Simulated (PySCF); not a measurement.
**Steps of a relaxation of [Er(H2O)5]3+**

[Er(H2O)5]3+ (singlet in the valence; each metal's 4f electrons, 11 of them, lie in its core potential, out of spins and levels; a saddle point, relaxed within its symmetry). PySCF 2.14.0, RKS r2SCAN, Er lcecp-1-SVP with ECP57, O def2-SVP, H def2-SVP; non-relativistic Hamiltonian with scalar-relativistic core potentials where named; density fitting; no spin-orbit coupling. Origin of the start: template. Columns: position (Å) and force (eV/Å). Energies are counted from the last step; some of the 23 steps are shown. Forces carry noise of the integration grid, about 0.01 to 0.03 eV/Å.

Run from Python with OMP_NUM_THREADS=4. Where DIIS fails, smearing, a level shift and second-order steps follow.
It took 2.5 min on 4 threads of Arm Neoverse V2, with other jobs on the host, from the converged density of the start.

```xyz
16
step 0  E = 0.407 eV
Er    0.0000    0.0000    0.0000     0.00    0.00    0.00
O     0.0000    0.0000    2.4225    -0.06    0.00   -1.50
H     0.0000    0.7700    3.0125     0.01    0.35    0.35
H     0.0000   -0.7700    3.0125     0.01   -0.35    0.35
O     0.0000    0.0000   -2.4225    -0.06    0.00    1.50
H     0.0000   -0.7700   -3.0125     0.01   -0.35   -0.35
H     0.0000    0.7700   -3.0125     0.01    0.35   -0.35
O     2.4225   -0.0001    0.0000    -1.63    0.00    0.00
H     3.0125   -0.7701    0.0000     0.37   -0.37    0.00
H     3.0125    0.7699    0.0000     0.37    0.37    0.00
O    -1.2112    2.0979    0.0000     0.93   -1.39    0.00
H    -0.8393    2.9939    0.0000     0.13    0.54    0.00
H    -2.1730    2.2240    0.0000    -0.56    0.11    0.00
O    -1.2113   -2.0979    0.0000     0.93    1.39    0.00
H    -2.1732   -2.2238    0.0000    -0.56   -0.11    0.00
H    -0.8395   -2.9939    0.0000     0.13   -0.54    0.00
```

```xyz
16
step 7  E = 0.028 eV
Er    0.0371    0.0000    0.0000     0.03    0.00    0.00
O    -0.1236    0.0000    2.3152    -0.06    0.00    0.00
H    -0.1637    0.7714    2.9229     0.01   -0.06   -0.04
H    -0.1638   -0.7714    2.9229     0.01    0.06   -0.04
O    -0.1236    0.0000   -2.3152    -0.06    0.00    0.00
H    -0.1638   -0.7714   -2.9229     0.01    0.06    0.04
H    -0.1637    0.7714   -2.9229     0.01   -0.06    0.04
O     2.3229   -0.0001    0.0000    -0.03    0.00    0.00
H     2.9320   -0.7722    0.0000     0.01    0.03    0.00
H     2.9321    0.7720    0.0000     0.01   -0.03    0.00
O    -1.0189    2.0368    0.0000     0.01   -0.03    0.00
H    -0.6494    2.9486    0.0000    -0.01   -0.02    0.00
H    -1.9923    2.1816    0.0000     0.03    0.04    0.00
O    -1.0191   -2.0368    0.0000     0.01    0.03    0.00
H    -1.9925   -2.1814    0.0000     0.03   -0.04    0.00
H    -0.6496   -2.9486    0.0000    -0.01    0.02    0.00
```

```xyz
16
step 15  E = 0.000 eV
Er    0.0786    0.0000    0.0000    -0.02    0.00    0.00
O    -0.4337    0.0000    2.2438     0.00    0.00   -0.02
H    -0.5524    0.7713    2.8387     0.00    0.01    0.01
H    -0.5525   -0.7712    2.8387     0.00   -0.01    0.01
O    -0.4337    0.0000   -2.2438     0.00    0.00    0.02
H    -0.5525   -0.7712   -2.8387     0.00   -0.01   -0.01
H    -0.5524    0.7713   -2.8387     0.00    0.01   -0.01
O     2.3613   -0.0001    0.0000     0.00    0.00    0.00
H     2.9740   -0.7699    0.0000     0.00    0.00    0.00
H     2.9741    0.7697    0.0000     0.00    0.00    0.00
O    -0.7330    2.1563    0.0000     0.01   -0.01    0.00
H    -0.2454    3.0101    0.0000     0.00    0.00    0.00
H    -1.6766    2.4332    0.0000     0.00    0.00    0.00
O    -0.7332   -2.1562    0.0000     0.01    0.01    0.00
H    -1.6768   -2.4330    0.0000     0.00    0.00    0.00
H    -0.2457   -3.0100    0.0000     0.00    0.00    0.00
```

Task: Where does the relaxation end?

Result: It converges at step 22 in C2v:
```xyz
16
step 22  E = 0
Er    0.0622    0.0000    0.0000
O    -0.4316    0.0000    2.2493
H    -0.5449    0.7711    2.8461
H    -0.5450   -0.7710    2.8461
O    -0.4316    0.0000   -2.2493
H    -0.5450   -0.7710   -2.8461
H    -0.5449    0.7711   -2.8461
O     2.3441   -0.0001    0.0000
H     2.9569   -0.7698    0.0000
H     2.9569    0.7695    0.0000
O    -0.7307    2.1626    0.0000
H    -0.2359    3.0123    0.0000
H    -1.6717    2.4481    0.0000
O    -0.7308   -2.1625    0.0000
H    -1.6719   -2.4479    0.0000
H    -0.2361   -3.0123    0.0000
```

Task: How did the contacts change?

Result: 
| contact | start (Å) | end (Å) |
| --- | --- | --- |
| Er1–O2 (H2O) | 2.422 | 2.303 |
| Er1–O5 (H2O) | 2.422 | 2.303 |
| Er1–O8 (H2O) | 2.423 | 2.282 |
| Er1–O11 (H2O) | 2.422 | 2.303 |
| Er1–O14 (H2O) | 2.422 | 2.303 |


An lcecp potential fixes the number of 4f electrons, so in runs with it no electron can move into or out of that shell.
